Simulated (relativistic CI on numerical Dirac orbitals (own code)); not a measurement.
**Re²⁺: resonant inelastic scattering at the L2,3 edge**

Computed with this model: Dirac-Coulomb-Breit CI, KLI orbitals optimised for each configuration, a model potential for QED, valence Slater integrals scaled by 0.7, Kramers-Heisenberg scattering through one core-hole configuration in a parametric crystal field; configurations [Xe] 4f14 5d5 → [He] 2s2 2p5 3s2 3p6 3d10 4s2 4p6 4d10 4f14 5s2 5p6 5d6; 300 K; core-hole width 5 eV; summed over polarisations. Incident energies are the highest absorption maxima for each field (at most a few, so the weaker spin-orbit partner edge can be absent), on the computed scale of the free ion. Intensities are in per cent of the strongest line above 0.02 eV; levels within 1 cm⁻¹ are merged; final levels count from the ground level, the first row holds all elastic scattering, lines under 0.4 are left out and each table stops after 24 rows. The scale of the Slater integrals is a model choice and moves the terms in proportion.

Field parameters in Wybourne normalisation: D4h B²₀ = −7Ds, B⁴₀ = 21(Dq − Dt), B⁴₄ = 21√(5/14) Dq. The field is a parameter set, without covalency.

S is read from ⟨S²⟩ = S(S + 1).

D4h, 10Dq = 29400, Ds = -1500, Dt = -470 cm⁻¹:

```
Final level (eV)  Degeneracy  Irrep     S  10535.3 eV  11960.1 eV
           0.000           2     Γ7  0.55      1307.8        71.3
           0.498           2     Γ6  0.54        37.0         1.5
           0.689           2     Γ7  0.54        32.7         1.3
           2.527           2     Γ7  1.48        29.7         3.0
           2.749           2     Γ7  1.50        27.3        14.5
           2.792           2     Γ6  1.49        10.3         7.1
           2.946           2     Γ6  1.48         7.8         4.2
           3.041           2     Γ6  1.44         9.4         5.7
           3.059           2     Γ7  1.45        30.5        12.8
           3.353           2     Γ6  1.50        24.7         2.6
           3.462           2     Γ7  1.49        37.4        14.2
           3.604           2     Γ7  0.61       100.0        28.2
           3.799           2     Γ6  0.59        42.7        17.8
           3.904           2     Γ7  0.57        50.9        15.7
           4.004           2     Γ7  0.75        21.4        14.9
           4.021           2     Γ6  1.36        42.5         8.0
           4.039           2     Γ6  0.84        11.6         4.5
           4.151           2     Γ7  1.25        14.8        11.5
           4.180           2     Γ6  1.20         8.3         8.9
           4.203           2     Γ6  0.70         7.4         2.9
           4.259           2     Γ7  1.32         9.0         5.3
           4.298           2     Γ6  0.76         5.4        13.7
           4.488           2     Γ7  0.82         8.1         3.3
           4.500           2     Γ6  0.57        50.1        12.8
```

D4h, 10Dq = 29400, Ds = -860, Dt = -470 cm⁻¹:

```csv
Final level (eV),Degeneracy,Irrep,S,10535.2 eV,11960.1 eV
0.000,2,Γ7,0.55,1445.8,77.3
0.554,2,Γ6,0.54,40.4,0.5
0.572,2,Γ7,0.53,37.8,0.5
2.605,2,Γ7,1.49,29.2,2.6
2.804,2,Γ7,1.50,38.8,20.0
2.878,2,Γ6,1.50,8.9,5.3
2.983,2,Γ6,1.48,13.2,6.5
3.270,2,Γ6,1.44,18.3,9.3
3.289,2,Γ7,1.42,38.8,11.7
3.320,2,Γ6,1.49,25.3,3.0
3.432,2,Γ7,1.50,31.7,14.1
3.634,2,Γ7,0.61,100.0,31.3
3.799,2,Γ6,1.39,52.5,10.9
3.856,2,Γ6,0.96,44.2,13.2
3.889,2,Γ7,1.02,30.4,12.0
3.930,2,Γ6,1.19,6.5,16.0
3.960,2,Γ7,1.28,23.3,11.6
4.000,2,Γ7,0.99,36.6,23.2
4.121,2,Γ7,0.94,9.6,9.1
4.147,2,Γ6,0.75,15.8,1.7
4.343,2,Γ6,0.59,30.2,16.8
4.425,2,Γ6,0.58,13.3,5.5
4.578,2,Γ7,0.63,18.5,6.1
4.630,2,Γ6,0.55,23.2,7.3
```

For the first field the strongest loss at the lowest incident energy is the level at 3.60 eV (S = 0.61, against 0.55 in the thermal ground state). Levels of other spin, the first over 8 % at 2.53 eV, appear because spin-orbit coupling of the core hole, and in heavier ions of the valence shell too, mixes spins.
